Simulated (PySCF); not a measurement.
C4H4N, SMILES [c]1cc[nH]c1, multiplicity 2. Atoms are numbered in the order given.

```xyz
9

C      1.2465     0.0704     0.0000
C      0.5209    -1.0975     0.0000
N     -0.8021    -0.7033     0.0000
C     -0.8930     0.6650     0.0000
C      0.3936     1.1935     0.0000
H      0.8083    -2.1464     0.0000
H     -1.5951    -1.3337     0.0000
H     -1.8614     1.1641     0.0000
H      0.6547     2.2503     0.0000
```
Charge 0, spin multiplicity 2.

Coordinates come from a r2SCAN-D4/def2-SVP optimisation. The isomer is the one that the SMILES or the coordinates give; other isomers of the formula were not compared.

Calculation: PBE/def2-TZVP in PySCF.

ESP charges are fitted to the potential on shells at 1.4 to 2.0 van der Waals radii. Atomic charges (e):

```csv
atom,ESP fit,meta-Löwdin,Mulliken spin
C1,-0.03,-0.07,0.95
C2,___,-0.14,-0.03
N3,-0.14,-0.14,0.02
C4,-0.20,-0.11,0.05
C5,___,-0.20,-0.02
H6,0.18,0.14,0.01
H7,___,0.25,0.01
H8,0.17,0.13,0.01
H9,___,0.14,0.01
```

Problem. Complete the blanks. (Estimate from the structure and the level; the computed values follow.)

Solution. 
- C2, ESP fit: -0.23
- C5, ESP fit: -0.25
- H7, ESP fit: 0.30
- H9, ESP fit: 0.19

Computed Mayer and Wiberg (Löwdin basis) orders of the bonds:
| bond | Mayer | Wiberg |
|---|---|---|
| C1–C2 | 1.64 | 1.81 |
| C2–N3 | 1.16 | 1.47 |
| N3–C4 | 1.22 | 1.52 |
| C1–C5 | 1.43 | 1.59 |
| C4–C5 | 1.53 | 1.68 |
| C2–H6 | 0.94 | 0.87 |
| N3–H7 | 0.92 | 0.87 |
| C4–H8 | 0.94 | 0.87 |
| C5–H9 | 0.96 | 0.85 |
